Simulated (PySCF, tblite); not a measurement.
Isomers of C9H14Si, one GFN2-xTB conformer each. Single-point energies are computed at PBE0/pcSseg-1 (PySCF, gas phase, no added dispersion term), electronic only.

**Question.** Rank them by PBE0/pcSseg-1 energy, lowest first (kcal/mol).
A. `[CH2:1]=[CH:2][C:3]1=[CH:4][C:5]([CH3:6])=[CH:7][CH2:8][SiH2:9][CH2:10]1` with C1–C2–C3–C4 -169°, C3–C4–C5–C6 128°, C5–C7–C8–Si9 70°, C7–C8–Si9–C10 -37°, C8–Si9–C10–C3 -44°
B. `[CH2:1]=[CH:2][C:3]1=[CH:4][C:5]([SiH2:6][CH3:7])=[CH:8][CH2:9][CH2:10]1` with C1–C2–C3–C4 -176°, C4–C5–Si6–C7 -176°, C3–C4–C5–Si6 -164°, C5–C8–C9–C10 -33°, C8–C9–C10–C3 46°, C2–C3–C10–C9 151°
C. `C[Si](C)(C)c1ccccc1`
D. `[CH:1]1=[C:2]([CH:3]2[CH2:4][CH2:5]2)[C@H:6]2[CH2:7][C@H:8]([CH2:9]2)[SiH2:10]1` with C1–C2–C3–C4 -35°

**Answer.** C (0.0), B (49.5), A (52.4), D (69.6).

As drawn, the lowest has an aromatic ring, which the highest lacks; the highest has a three-membered ring, a four-membered ring and a C=C bond outside aromatic rings, which the lowest lacks. GFN2-xTB itself gives, in the same order: 0.0, 17.5, 19.3, 12.5. Both levels put the same isomer lowest; measured from each level's own lowest isomer, the values differ by up to 57.1 kcal/mol (C1=C(C2CC2)[C@H]2C[C@H](C2)[SiH2]1: 12.5 against 69.6).

**Question.** Which frontier levels, dipoles and rotational constants go with these structures?

**Answer.** 
```csv
SMILES,"HOMO (eV, PBE0/pcSseg-1)",LUMO (eV),dipole (D),"A, B, C (MHz)"
C[Si](C)(C)c1ccccc1,-7.20,-0.38,0.08,"2015, 716.3, 638.5"
C=CC1=CC([SiH2]C)=CCC1,-5.97,-1.39,1.14,"2607, 576.6, 483.7"
C=CC1=CC(C)=CC[SiH2]C1,-6.07,-1.03,0.38,"1463, 992.0, 667.0"
C1=C(C2CC2)[C@H]2C[C@H](C2)[SiH2]1,-6.61,-0.21,1.30,"2251, 821.0, 704.3"
```

**Question.** What happens when harmonic zero-point energies from GFN2-xTB frequencies are added?

**Answer.** 
| SMILES | ZPE (kcal/mol) | electronic (kcal/mol) | with ZPE (kcal/mol) |
| --- | --- | --- | --- |
| C[Si](C)(C)c1ccccc1 | 124.7 | 0.0 | 0.0 |
| C=CC1=CC([SiH2]C)=CCC1 | 122.3 | 49.5 | 47.1 |
| C=CC1=CC(C)=CC[SiH2]C1 | 122.4 | 52.4 | 50.1 |
| C1=C(C2CC2)[C@H]2C[C@H](C2)[SiH2]1 | 125.5 | 69.6 | 70.4 |

The zero-point energies span 3.2 kcal/mol. The order is unchanged.
